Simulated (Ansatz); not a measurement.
A nudged elastic band was laid between two geometries of AlF₃H₂S (7 atoms, charge 0, multiplicity 1).

Method: RKS PBE0/6-31G in Ansatz.

```yaml
movable_images: 7
climbing_image: yes
spring: 5.0 eV/Å²
optimiser: quadratic models (default)
start_path: through a guess of the saddle point
force_threshold: 0.03 eV/Å
iteration_limit: 38
end_points: relaxed
```

First end point:

```xyz
7
Properties=species:S:1:pos:R:3
F -0.555 -0.981 1.574
Al 0.318 -1.043 0.118
F -0.410 -1.835 -1.191
F 2.007 -0.974 0.222
S -0.101 1.315 -0.637
H 0.201 2.073 0.462
H -1.461 1.445 -0.549
```

Last end point:

```xyz
7
Properties=species:S:1:pos:R:3
F -0.261 -1.298 1.806
Al 0.206 -1.059 0.195
F -0.616 -1.871 -1.045
F 1.825 -0.635 -0.092
S -0.810 1.212 -0.145
H -0.040 2.035 0.632
H -0.305 1.615 -1.351
```

Task: What changes between the two ends?

Result: No bond is made or broken. The height of S5 over the plane of its neighbours goes from -0.72 to 0.72 Å. The two ends are copies of one structure, up to a mirror image or an exchange of like atoms. The height can change sign by an inversion or by a turn that exchanges like atoms.

Task: Give the energies along the band, and the barrier.

Result: It converged. The highest image is number 4 of 0 to 8, 6.3 kcal/mol above the ends, which have the same energy within 2 meV. A vibrational analysis at the climbing image gives one clearly imaginary mode, 397i cm⁻¹: a first-order saddle point. Limits of this set-up: no polarisation functions.

| image | path coordinate (Å) | energy (kcal/mol) | height of S5 over the plane of its neighbours (Å) |
| --- | --- | --- | --- |
| 0 | 0.00 | 0.0 | -0.72 |
| 1 | 0.39 | 0.1 | -0.71 |
| 2 | 0.78 | 0.7 | -0.65 |
| 3 | 1.17 | 3.2 | -0.42 |
| 4 | 1.56 | 6.3 | 0.00 |
| 5 | 1.95 | 3.2 | 0.42 |
| 6 | 2.35 | 0.7 | 0.65 |
| 7 | 2.74 | 0.1 | 0.71 |
| 8 | 3.13 | 0.0 | 0.72 |

Task: What is the geometry of the highest image?

Result: 
```xyz
7
Properties=species:S:1:pos:R:3:forces:R:3
F -0.248 -1.411 1.816 0.01 0.00 0.00
Al 0.349 -1.139 0.257 -0.01 0.00 -0.01
F -0.600 -1.586 -1.079 0.00 0.00 0.00
F 2.033 -1.104 0.089 0.00 0.00 0.01
S -0.330 1.237 -0.214 0.00 0.01 0.00
H -0.056 2.428 0.371 0.00 0.00 0.00
H -1.148 1.576 -1.239 0.00 0.00 0.00
```

Task: What are the harmonic wavenumbers there?

Result: 397i, 65, 104, 191, 202, 247, 262, 309, 406, 648, 906, 906, 1168, 2667, 2718 cm⁻¹.

The band took 14 iterations and of the order of 9 core-minutes.

Time of the run: 9.3 min on 1 thread of Intel(R) Xeon(R) Processor @ 2.50GHz (Skylake/Cascade Lake) (shared host), peak memory 0.14 GiB.
